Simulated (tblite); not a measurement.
Species: C5H5OS2 (doublet state).
Structure used (GFN2-xTB), in Å, numbered top down from 1:
```xyz
13
C5H5OS2 angstrom
C     -2.2879    0.3760    0.6830
O     -1.7009    0.0237   -0.5479
C     -0.3715   -0.1456   -0.5644
C      0.3689   -0.4429   -1.6780
C      1.7339   -0.4546   -1.3850
C      2.0989   -0.2461   -0.1253
S      3.6739   -0.2877    0.6323
S      0.6330    0.1606    0.8378
H     -1.8674    1.3129    1.0643
H     -3.3508    0.5008    0.4867
H     -2.1391   -0.4096    1.4306
H     -0.0627   -0.6123   -2.6449
H      3.2671    0.2252    1.7930
```

Computed values, GFN2-xTB/tblite, gas phase, harmonic and unscaled. Against measured fundamentals such values can be off by several per cent, at times by over 20. Modes of hydrogen on sulfur can be 10 to 20 % off. One conformer, not necessarily the lowest. Open shells enter through the occupations alone, without spin polarisation, and single modes of such species can be off by tens of per cent.

Harmonic wavenumbers (cm⁻¹): 69.9, 78.4, 110.6, 152.6, 171.0, 249.6, 284.5, 319.8, 391.0, 466.2, 486.9, 539.2, 612.8, 680.7, 765.0, 793.3, 901.5, 1018.0, 1092.6, 1120.5, 1131.4, 1195.9, 1303.3, 1398.9, 1454.6, 1463.2, 1472.6, 1547.6, 2420.8, 2933.2, 2950.8, 3036.5, 3160.6.

A = 4086, B = 873.0, C = 723.0 MHz; mass 144.978 u (most abundant isotopes); point group C1, symmetry number 1; spin multiplicity 2.

Task: Zero-point energy?

Result: Half the sum of the wavenumbers: 17887 cm⁻¹ = 51.14 kcal/mol.

Task: Entropy at 350 K, 1 bar (ideal gas, RRHO, classical rotation)?

Result: Translation 41.65, rotation 29.69, vibration 30.10, spin (R ln 2) 1.38: S = 102.8 cal/(mol K).

Task: And Cp and H(350 K) − H(0)?

Result: Cp = 37.02 cal/(mol K), of which vibrations give 29.07 (their classical limit is 33 R = 65.6); H(350 K) − H(0) = 8.29 kcal/mol without the zero-point energy, 5.51 from vibrations.

Task: How do the functions run with temperature in this model?

Result: 
| T (K) | S (cal/(mol K)) | Cp (cal/(mol K)) | H − H(0) (kcal/mol) | G − H(0) (kcal/mol) | ln q(vib) |
| --- | --- | --- | --- | --- | --- |
| 100 | 70.0 | 18.0 | 1.25 | -5.75 | 1.34 |
| 200 | 85.2 | 26.6 | 3.50 | -13.54 | 3.73 |
| 300 | 97.4 | 33.8 | 6.52 | -22.69 | 6.08 |
| 500 | 117.5 | 45.2 | 14.48 | -44.24 | 10.51 |
| 800 | 141.2 | 55.4 | 29.73 | -83.19 | 16.43 |
| 1000 | 154.0 | 59.7 | 41.27 | -112.74 | 19.94 |

q(vib) and H(0) count from the zero-point level.

Task: Which modes carry the vibrational entropy at 350 K?

Result: 69.9 cm⁻¹: 4.47; 78.4 cm⁻¹: 4.25; 110.6 cm⁻¹: 3.57; 152.6 cm⁻¹: 2.95; 171.0 cm⁻¹: 2.73; 249.6 cm⁻¹: 2.02 cal/(mol K); the other 27 give 10.12 together.

Hindered rotation and anharmonicity are outside this model. Other conformers, if any are populated, would add a mixing term that is left out.
